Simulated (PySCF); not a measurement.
# Exercise with solution: refractive index and permittivity of the vapour

GeH2, SMILES [GeH2] (connectivity only; charge and spin as stated), neutral, multiplicity 1.

Geometry optimised at B3LYP-D3(BJ)/def2-TZVPD. The isomer is the one that the SMILES or the coordinates give; other isomers of the formula were not compared.

PBE/def2-TZVPD (PySCF) gives a mean static polarisability of 38.8 bohr³ and a dipole moment of 0.22 D. Take an ideal gas at 298.15 K and 1 bar, whether or not the substance is that volatile.

Question: Work out n − 1 in the optical limit and the static ε − 1.

Answer: 
Polarisability volume α' = 38.8 × 0.148185 = 5.75 Å³. Number density N = p/kT = 2.43e-5 Å⁻³.
Dilute limit of Lorentz–Lorenz: n − 1 = 2π N α' = 0.00088.
Orientation term of Debye: μ²/(3kT) = 8.098 Å³ × μ²(D²) = 0.39 Å³.
ε − 1 = 4π N (α' + μ²/3kT) = 0.0019. Orientation of the dipole supplies 6 % of the static response; it can't follow optical fields. Vibrational polarisation and dispersion are left out.
